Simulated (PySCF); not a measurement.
**Spin states and ions at one geometry of W6**

PySCF 2.14.0, UKS PBE, W def2-SVP with ECP60; non-relativistic Hamiltonian with scalar-relativistic core potentials where named; density fitting; no spin-orbit coupling; singlets restricted, open shells unrestricted. The geometry is relaxed for charge 0, triplet, vacuum:

```xyz
6

W     1.7539    0.0005    0.0001
W    -0.0005    1.8089    0.0000
W    -1.7539   -0.0005   -0.0001
W     0.0005   -1.8089    0.0000
W    -0.0001    0.0000    1.8089
W     0.0001    0.0000   -1.8089
```

Energies count from the relaxed state; an electron taken off or put on is at rest in vacuum. Charges and spins are Mulliken's.

| state | energy (eV) | spin squared | charge on W1 (e) | spin on W1 (e) | dipole about the centre of mass (D) |
| --- | --- | --- | --- | --- | --- |
| charge 0, triplet, vacuum | 0.00 | 2.02 | 0.06 | -0.01 | 0.00 |
| charge 0, quintet, vacuum | 0.59 | 6.03 | -0.03 | 0.37 | 0.00 |
| charge +1, doublet, vacuum | 5.37 | 0.76 | 0.20 | -0.01 | 0.01 |
| charge -1, doublet, vacuum | -1.26 | 1.83 | -0.15 | -0.44 | 0.01 |

Task: What does the state charge -1, quartet, vacuum give?

Result: energy (eV) -1.37, spin squared 3.76, charge on W1 (e) -0.15, spin on W1 (e) 0.44, dipole about the centre of mass (D) 0.01.

With an electron taken off (doublet) the charges change, summed by element, by W +1.00 e. The vertical ionisation energy is 5.37 eV, against −ε(HOMO) = 3.40 eV over both spins of the relaxed state. The level lies 2.0 eV too high, as is usual for semilocal functionals and global hybrids, which keep a self-interaction error.

With an electron put on (quartet, the lower of the two states computed) the charges change, summed by element, by W -1.00 e. The vertical electron affinity is 1.37 eV, against −ε(LUMO) = 3.22 eV over both spins of the relaxed state. The basis has no diffuse functions, which an added electron needs. The added electron's level lies above zero.

Open shells may have lower solutions than those found. Spin squared well over S(S+1) tells of spin contamination.

No frequency check is given that shows the relaxed geometry to be a minimum.
